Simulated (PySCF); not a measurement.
## Electric field gradients and quadrupole coupling constants

Species: C4H16OSi3.
Structure used (GFN2-xTB), in Å, numbered top down from 1:
```
atom  x, y, z in Å
O1    -3.464    0.651    1.230
C2    -3.122    1.021   -0.082
C3    -1.624    1.273   -0.282
C4    -0.729    0.079    0.066
Si5   -1.250   -1.528   -0.816
Si6    1.088    0.563   -0.280
C7     2.296   -0.715    0.426
Si8    4.116   -0.353    0.038
H9    -2.997   -0.164    1.443
H10   -3.463    0.256   -0.796
H11   -3.678    1.942   -0.276
H12   -1.474    1.553   -1.326
H13   -1.335    2.129    0.333
H14   -0.810   -0.098    1.145
H15   -1.435   -1.268   -2.244
H16   -0.231   -2.561   -0.620
H17   -2.500   -2.060   -0.253
H18    1.348    1.870    0.342
H19    1.266    0.696   -1.733
H20    2.171   -0.773    1.507
H21    2.045   -1.702    0.040
H22    4.313   -0.333   -1.412
H23    4.960   -1.400    0.623
H24    4.497    0.942    0.603
```

Field gradients from the PBE0/pcSseg-1 density (PySCF, non-relativistic), principal values in atomic units, ordered |Vxx| ≤ |Vyy| ≤ |Vzz|:

```json
{"atom": "O1", "Vxx": "0.1108", "Vyy": "1.8446", "Vzz": "-1.9554"}
```

Problem. Find the asymmetry η = (Vxx − Vyy)/Vzz and the couplings χ = eQV/h (234.96 MHz × Q in barn × V in au), with Q(17O) = −0.0256 b.

Solution. 
```csv
atom,environment,nucleus,η,χzz (MHz),χxx (MHz),χyy (MHz)
O1,alcohol oxygen,17O,0.89,11.76,-0.67,-11.10
```

The tensor is traceless: Vxx + Vyy + Vzz = 0.

Problem. What is Vzz at O1 in SI units (1 au = 9.71736 × 10²¹ V/m²)?

Solution. -1.9554 au = -19.002 × 10²¹ V/m².

Problem. And the gradient at the other heavy atoms, for which no coupling is worked out here?

Solution. 
```csv
atom,environment,Vzz (au),η
C2,carbinol carbon (C–OH),0.341,0.23
C3,chain CH2 carbon,0.089,0.59
C4,sp3 carbon bound to silicon,0.067,0.90
Si5,SiH3 silicon,-0.074,0.78
Si6,SiH2 silicon,0.111,0.97
C7,sp3 carbon bound to silicon,0.045,0.95
Si8,SiH3 silicon,0.118,0.11
```

Were the hydrogens deuterons (Q(2H) = 0.00286 b), χzz would run from 106 kHz (H18, H17 and H19) to 313 kHz (H9).

Isolated species at its GFN2-xTB geometry (one conformer only). GFN2-xTB bond lengths can be off by several hundredths of an ångström, more for odd bonds, and the gradients follow them. With so small a basis the couplings can be 20 % off.

These values come from a run that also computed NMR shieldings. On Intel Xeon at 2.50 GHz, one thread (shared host), this took 2.5 min wall, 2.3 min CPU and 1.1 GiB of memory at its peak.
